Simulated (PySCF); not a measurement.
A side-by-side comparison of computed properties.

First species: C₈H₁₆N₂.
Atom-mapped SMILES: `[CH2:1]=[CH:2][N:3]([CH3:4])[N:5]([CH2:6][CH3:7])[CH:8]1[CH2:9][CH2:10]1` (hydrogens: H11, H12 on C1; H13 on C2; H14, H15, H16 on C4; H17, H18 on C6; H19, H20, H21 on C7; H22 on C8; H23, H24 on C9; H25, H26 on C10)

Second species: C8H16N2.
Geometry (GFN2-xTB, Å), atoms numbered from 1 in this order:
```
atom  x, y, z in Å
C1     4.2609    0.1589   -0.7243
C2     2.7986   -0.2568   -0.6400
C3     2.2814   -0.1940    0.8021
N4     0.8854   -0.5352    0.9406
N5     0.0294    0.4766    0.6814
C6    -1.1857    0.2840    0.3888
C7    -1.9275   -1.0218    0.1951
C8    -3.3025   -0.5969   -0.3215
C9    -3.5175    0.7839    0.2993
C10   -2.1378    1.4348    0.2124
H11    4.6275    0.0698   -1.7443
H12    4.8731   -0.4712   -0.0823
H13    4.3811    1.1914   -0.4052
H14    2.6849   -1.2761   -1.0203
H15    2.1884    0.4038   -1.2599
H16    2.3917    0.8208    1.1895
H17    2.8586   -0.8780    1.4323
H18    0.6378   -1.4569    0.5810
H19   -2.0135   -1.5365    1.1571
H20   -1.4101   -1.6923   -0.4968
H21   -3.2786   -0.5110   -1.4095
H22   -4.0874   -1.3025   -0.0508
H23   -3.8093    0.6762    1.3453
H24   -4.2869    1.3581   -0.2150
H25   -1.9752    2.2084    0.9608
H26   -1.9878    1.8852   -0.7726
```

Levels: PBE0/pcSseg-1 for HOMO energy, LUMO energy and HOMO–LUMO gap. Geometries: GFN2-xTB. Each species is one conformer at its optimised geometry, gas phase, non-relativistic unless stated. Electronic properties by PySCF.

The conformers computed, where there is a choice (atom-mapped SMILES and torsion angles):
- `[CH2:1]=[CH:2][N:3]([CH3:4])[N:5]([CH2:6][CH3:7])[CH:8]1[CH2:9][CH2:10]1`: C1–C2–N3–C4 1°, C2–N3–N5–C6 -110°, N3–N5–C6–C7 158°, N3–N5–C8–C9 -58°

The conformers of `CCCNN=C1CCCC1` aren't listed.

Values for the first species:

```
HOMO energy   : -5.41 eV
LUMO energy   : 1.33 eV
HOMO–LUMO gap : 6.74 eV
```

Task: Estimate the same properties for the second species, and the change in each.

Result: 
```tsv
property	first	second	second less first
HOMO energy	-5.41 eV	-5.76 eV	-0.35 eV
LUMO energy	1.33 eV	0.62 eV	-0.71 eV
HOMO–LUMO gap	6.74 eV	6.38 eV	-0.36 eV
```

On the first:  GFN2-xTB frequencies show an imaginary mode (80i cm⁻¹), so this geometry is no minimum at that level.

